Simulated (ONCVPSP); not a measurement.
**Configuration tests for Re (ONCV)**

- Element: rhenium
- Generator: ONCVPSP 4.0.1
- Type: optimised norm-conserving Vanderbilt (ONCV)
- Functional: LDA (Perdew-Zunger)
- Relativity: scalar-relativistic
- Frozen core: [Kr] 4d10 4f14
- Valence charge: 15
- Reference configuration: 5s2 5p6 5d5 6s2
- Partial waves: 5s+6s: rc 1.85 bohr, ncon 5, nbas 8, qcut 7 1/bohr, 2 projectors; 5p: rc 1.65 bohr, ncon 4, nbas 9, qcut 7.1 1/bohr, 2 projectors, debl 0.8 Ha; 5d: rc 2.25 bohr, ncon 5, nbas 10, qcut 5.7 1/bohr, 2 projectors, debl 1 Ha
- Local potential: polynomial inside 1.40 bohr (lpopt 5, dvloc0 2 Ha)
- Core correction: Teter function, fcfact 3, rcfact 1.4

In the p channel the program set the typed energies aside and used -1.735, 0.250 Ha.

Energies are relative to the spin-unpolarised reference configuration 5s2 5p6 5d5 6s2; without spin polarisation the order of configurations can differ from experiment.

| valence configuration | charge | ΔE all-electron (eV) | error AE − PS (meV) |
| --- | --- | --- | --- |
| 5s2 5p6 5d5 6s0 | +2 | 26.196 | -11 |
| 5s2 5p6 5d5 6s0 6p1 | +1 | 15.424 | -6.4 |

Task: What are ΔE and the potential's error for 5s2 5p6 5d4 6s0?

Result: ΔE = 53.640 eV all-electron; the error (AE − PS) is -16 meV.

Task: What are ΔE and the potential's error for 5s2 5p6 5d5 6s1?

Result: ΔE = 9.516 eV all-electron; the error (AE − PS) is -3.6 meV.
